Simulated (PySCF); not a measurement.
Cl2HNOW, SMILES [NH]=[W](=[O])([Cl])[Cl], multiplicity 1. Atoms are numbered in the order given.

```xyz
6

W      0.0243    -0.1905     0.0000
O      1.4572    -1.1329     0.0000
N     -1.3437    -1.2981     0.0000
H     -1.6560    -2.2762     0.0000
Cl    -0.0704     1.0154    -1.9484
Cl    -0.0704     1.0154     1.9484
```
Charge 0, spin multiplicity 1.

Geometry optimised at PBE-D3(BJ)/def2-SVP. The spin state was assumed, not searched. The structure was generated by enumeration; whether it is a known compound was not checked. The def2 effective core potentials stand for the cores of W; spin–orbit coupling is left out.

Level of theory: TDDFT-PBE/def2-SVPD run with PySCF.

Vertical excitations. The molecule is in vacuum. State labels are in the subgroup Cs.

### Question
Estimate the UV-visible absorptions. (An estimate is asked for; the answer gives what the named calculation found.)

### Answer

| state | symmetry | energy (eV) | λ (nm) | f | main pairs |
|---|---|---|---|---|---|
| S1 | A' | 3.99 | 311 | 0.009 | HOMO→LUMO 93 % |
| S2 | A" | 4.16 | 298 | 0.004 | HOMO−1→LUMO 95 % |
| S3 | A" | 4.49 | 276 | 0.002 | HOMO→LUMO+1 93 % |
| S4 | A" | 4.80 | 258 | 0.017 | HOMO−2→LUMO 85 % |
| S5 | A' | 4.86 | 255 | 0.005 | HOMO−1→LUMO+1 80 %, HOMO−1→LUMO+2 17 % |
| S6 | A" | 4.93 | 251 | 0.001 | HOMO→LUMO+2 94 % |
| S7 | A' | 4.97 | 250 | 0.001 | HOMO−3→LUMO 89 % |
| S8 | A' | 5.26 | 236 | 0.000 | HOMO−4→LUMO 77 % |
| S9 | A' | 5.38 | 231 | 0.000 | HOMO−2→LUMO+1 52 %, HOMO→LUMO+3 27 %, HOMO−1→LUMO+2 12 % |
| S10 | A" | 5.44 | 228 | 0.009 | HOMO−5→LUMO 58 %, HOMO−3→LUMO+1 38 % |
| T1 | A' | 3.49 | 355 | 0 | HOMO→LUMO 97 % |
| T2 | A" | 3.87 | 320 | 0 | HOMO−1→LUMO 91 % |
| T3 | A" | 4.21 | 294 | 0 | HOMO→LUMO+1 90 % |
| T4 | A' | 4.28 | 290 | 0 | HOMO−1→LUMO+1 71 %, HOMO−1→LUMO+2 24 % |
Triplets are in the Tamm–Dancoff approximation, which puts them higher than full response would, so one can lie above its singlet here.
